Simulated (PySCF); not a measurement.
# Computed records: BH₂NOSi, BFH₃NSi

Computed with PySCF 2.14.0. Calculation on a computer-drawn molecule: the log of a Hartree-Fock and frozen-core CCSD(T) single point meant for a local Hartree-Fock minimum, with one planted fault or none, to be diagnosed. Offsets are logged minus clean, where the clean run is the same molecule without the fault. The reference is restricted for singlets and unrestricted otherwise, and also for a bond in bohr or an excited solution. Adding or removing an electron swaps singlet and doublet. The excited solution moves the top pair (singlet) or top alpha electron (doublet) to the lowest empty orbital. Highest occupied and lowest empty are orbital energies over both spins, largest force is the largest gradient component, triples share is (T) over the correlation energy, the T1 limit is 0.02 restricted and 0.045 unrestricted, electrons count all cores, a negative frequency is imaginary (commonest isotopes), and the dipole is about the centre of nuclear charge.

Common to all runs: meant charge 0; meant multiplicity 1; meant basis cc-pV(D+d)Z; logged SCF converged yes; logged CC converged yes; logged SCF stable within its kind yes; possible faults no fault, one electron removed, one electron added, multiplicity raised by two, geometry at a saddle point, SCF held on an excited solution, minimal basis STO-3G, one bond length entered in bohr, all coordinates scaled.

(1) 
```xyz
6
formula=BH2NOSi logged_electrons=36 logged_basis_functions=26 logged_spin_squared=0 logged_highest_occupied=-6.4904 logged_lowest_empty=6.1822 logged_largest_force=0.026065 logged_T1_diagnostic=0.025307 logged_D1_diagnostic=0.084747 logged_triples_share=0.045062 logged_dipole_magnitude=3.1392 logged_energy_HF=-438.74971 logged_energy_CCSD(T)=-438.98383 planted_fault=minimal_basis_STO-3G HF_energy_offset_from_clean_run=3388 CCSD(T)_energy_offset_from_clean_run=3590
N     -1.6454     0.6897     0.3462
Si    -1.0301    -0.4402    -0.7603
B      0.9427     0.2184    -0.6503
O      2.0781     0.5706    -0.6103
H     -1.1516     1.4058     0.8451
H     -2.6228     0.6943     0.5746
```

Units: logged_highest_occupied, logged_lowest_empty in eV; logged_largest_force in hartree/bohr; logged_dipole_magnitude in debye; logged_energy_HF, logged_energy_CCSD(T) in hartree; HF_energy_offset_from_clean_run, CCSD(T)_energy_offset_from_clean_run in kcal/mol.

Drawn bonds:
```
atom  other atom  order
   1           2      1
   2           3      1
   3           4      2
   1           5      1
   1           6      1
```

Notes: T1 above single-reference limit.

(2) 
```xyz
7
formula=BFH3NSi logged_electrons=38 logged_basis_functions=80 logged_spin_squared=0.836 logged_highest_occupied=-8.4536 logged_lowest_empty=1.2144 logged_largest_force=0.020182 logged_T1_diagnostic=0.058833 logged_D1_diagnostic=0.27218 logged_triples_share=0.036229 logged_dipole_magnitude=1.7488 logged_energy_HF=-469.13798 logged_energy_CCSD(T)=-469.71004 planted_fault=one_bond_length_entered_in_bohr,row_5_of_the_drawn_bonds HF_energy_offset_from_clean_run=88.53 CCSD(T)_energy_offset_from_clean_run=88.17
N     -2.5588     0.9984     1.4244
Si    -2.2340     1.1700     3.0919
B     -0.4383     0.1211     3.1536
F     -0.4156    -1.1355     3.6178
H     -2.0184     0.5181     0.7298
H     -4.1193     1.7555     0.6594
H      0.6420     0.5701     2.8509
```

Units: logged_highest_occupied, logged_lowest_empty in eV; logged_largest_force in hartree/bohr; logged_dipole_magnitude in debye; logged_energy_HF, logged_energy_CCSD(T) in hartree; HF_energy_offset_from_clean_run, CCSD(T)_energy_offset_from_clean_run in kcal/mol.

Drawn bonds:
```
atom  other atom  order
   1           2      1
   2           3      1
   3           4      1
   1           5      1
   1           6      1
   3           7      1
```

Notes: T1 above single-reference limit.

(3) 
```xyz
7
formula=BFH3NSi logged_electrons=38 logged_basis_functions=27 logged_spin_squared=0 logged_highest_occupied=-5.2691 logged_lowest_empty=7.0853 logged_largest_force=0.036528 logged_T1_diagnostic=0.023456 logged_D1_diagnostic=0.080387 logged_triples_share=0.041491 logged_dipole_magnitude=1.2301 logged_energy_HF=-463.50182 logged_energy_CCSD(T)=-463.68168 planted_fault=minimal_basis_STO-3G HF_energy_offset_from_clean_run=3625 CCSD(T)_energy_offset_from_clean_run=3871
N     -2.5588     0.9984     1.4244
Si    -2.2340     1.1700     3.0919
B     -0.4383     0.1211     3.1536
F     -0.4156    -1.1355     3.6178
H     -2.0184     0.5181     0.7298
H     -3.3845     1.3991     1.0196
H      0.6420     0.5701     2.8509
```

Units: logged_highest_occupied, logged_lowest_empty in eV; logged_largest_force in hartree/bohr; logged_dipole_magnitude in debye; logged_energy_HF, logged_energy_CCSD(T) in hartree; HF_energy_offset_from_clean_run, CCSD(T)_energy_offset_from_clean_run in kcal/mol.

Drawn bonds:
```
atom  other atom  order
   1           2      1
   2           3      1
   3           4      1
   1           5      1
   1           6      1
   3           7      1
```

Notes: T1 above single-reference limit.

(4) 
```xyz
7
formula=BFH3NSi logged_electrons=38 logged_basis_functions=80 logged_spin_squared=2.0173 logged_highest_occupied=-6.6384 logged_lowest_empty=0.63893 logged_largest_force=0.025816 logged_T1_diagnostic=0.025587 logged_D1_diagnostic=0.11007 logged_triples_share=0.025001 logged_dipole_magnitude=1.7898 logged_energy_HF=-469.22682 logged_energy_CCSD(T)=-469.77406 planted_fault=multiplicity_raised_by_two HF_energy_offset_from_clean_run=32.79 CCSD(T)_energy_offset_from_clean_run=48
N     -2.5588     0.9984     1.4244
Si    -2.2340     1.1700     3.0919
B     -0.4383     0.1211     3.1536
F     -0.4156    -1.1355     3.6178
H     -2.0184     0.5181     0.7298
H     -3.3845     1.3991     1.0196
H      0.6420     0.5701     2.8509
```

Units: logged_highest_occupied, logged_lowest_empty in eV; logged_largest_force in hartree/bohr; logged_dipole_magnitude in debye; logged_energy_HF, logged_energy_CCSD(T) in hartree; HF_energy_offset_from_clean_run, CCSD(T)_energy_offset_from_clean_run in kcal/mol.

Drawn bonds:
```
atom  other atom  order
   1           2      1
   2           3      1
   3           4      1
   1           5      1
   1           6      1
   3           7      1
```
